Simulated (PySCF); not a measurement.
C6H16N2 (SMILES CN(C)CCN(C)C), singlet, at a GFN2-xTB geometry. Base run: DF-BLYP/3-21G (PySCF).

PySCF was given this input:
```python
from pyscf import gto, scf, dft

mol = gto.M(
    atom='''
C     2.41516844   -1.12686093    0.94830090
N     1.34850325   -0.29983269    0.42831183
C     1.86279536    0.91719718   -0.16197953
C     0.51292923   -1.05704265   -0.48430524
C    -0.67508306   -0.26642563   -1.04320054
N    -1.31094644    0.60636413   -0.07452281
C    -1.76272826   -0.10046876    1.10462197
C    -2.38765336    1.35143374   -0.68910597
H     2.98240896   -0.55579652    1.68182244
H     1.98931009   -1.99925753    1.44366294
H     3.10776160   -1.47689264    0.16450453
H     1.02829265    1.57379002   -0.39206355
H     2.44865870    0.73157661   -1.07729691
H     2.50409915    1.41518187    0.56354713
H     0.14390305   -1.92813636    0.06502865
H     1.09348761   -1.43575956   -1.34912948
H    -0.33552784    0.36413175   -1.87015395
H    -1.39196321   -1.00034081   -1.46254152
H    -0.89807506   -0.51097913    1.61872671
H    -2.25641400    0.60637660    1.76967255
H    -2.47077017   -0.91204615    0.86900461
H    -3.20237675    0.70466205   -1.05578897
H    -1.99863244    1.92317031   -1.53148044
H    -2.79963018    2.04760171    0.03997254
''',
    basis='3-21g',
    verbose=4,
)

mf = dft.RKS(mol)
mf.xc = 'blyp'
mf = mf.density_fit(auxbasis='def2-universal-jkfit')
mf.kernel()
```

Each row names what was changed in the base input (with any setting that the change needs).

| change | ΔE vs base (µEh) | grid points | electrons on the grid |
|---|---|---|---|
| base | 0.0 | 269440 | 66.00007 |
| grids.prune = dft.gen_grid.treutler_prune | -4.5 | 230992 | 66.00008 |
| grids.radi_method = delley | 0.2 | 292120 | 66.00007 |
| grids.level = 1 | -39.2 | 80872 | 66.00019 |
| grids.atom_grid = (75, 302) | 0.3 | 349920 | 66.00007 |
| grids.atom_grid = (30, 110) | -177 | 59136 | 66.00073 |
| grids.atom_grid = (99, 590) | 16.3 | 780696 | 66.00001 |
| grids.prune = dft.gen_grid.sg1_prune | 11.6 | 119600 | 66.00019 |
| small_rho_cutoff = 0 | 0.0 | 269440 | 66.00007 |
| grids.prune = off | -0.6 | 422800 | 66.00007 |
| grids.atom_grid = (50, 194) | 20.8 | 158640 | 65.99999 |
